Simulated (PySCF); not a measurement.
`N#C[C@@H]1[C@@H](C#N)CC[SiH2]1`, C6H8N2Si

Cartesian coordinates in Å; atom numbers follow the order of the lines, from 1:
```xyz
17

N     1.718   -1.668    2.061
C     1.456   -1.062    1.128
C     1.106   -0.290   -0.038
C     0.005   -1.007   -0.832
C    -1.281   -0.971   -0.002
Si   -1.320    0.769    0.774
C     0.556    1.085    0.412
C     0.721    2.035   -0.642
N     0.837    2.771   -1.511
H     2.011   -0.170   -0.647
H     0.304   -2.031   -1.066
H    -0.140   -0.472   -1.773
H    -2.145   -1.204   -0.620
H    -1.231   -1.734    0.777
H    -1.550    0.787    2.216
H    -2.152    1.723    0.045
H     1.098    1.452    1.288
```

Level of theory: TDDFT B3LYP/def2-SVPD circular dichroism and optical rotation, one conformer, gas phase (PySCF). Geometry: GFN2-xTB.

Task: Draw the ECD and absorption spectra from the lowest 8 states, each a Gaussian of half-width 0.3 eV at 1/e height.

Result: 
| E (eV) | λ (nm) | Δε (L mol⁻¹ cm⁻¹) | ε (L mol⁻¹ cm⁻¹) |
| --- | --- | --- | --- |
| 6.42 | 193 | +0.10 | 24.2 |
| 6.52 | 190 | +0.25 | 67.7 |
| 6.62 | 187 | +0.47 | 155 |
| 6.72 | 184 | +0.58 | 300 |
| 6.82 | 182 | +0.14 | 502 |
| 6.92 | 179 | -1.44 | 767 |
| 7.02 | 177 | -4.38 | 1110 |
| 7.12 | 174 | -8.21 | 1570 |
| 7.22 | 172 | -11.85 | 2120 |
| 7.32 | 169 | -14.22 | 2730 |
| 7.42 | 167 | -14.91 | 3260 |
| 7.52 | 165 | -14.52 | 3590 |
| 7.62 | 163 | -14.20 | 3580 |

Δε uses R in velocity form, ε uses f in length form. Only the states computed contribute, so the short-wavelength end is incomplete.
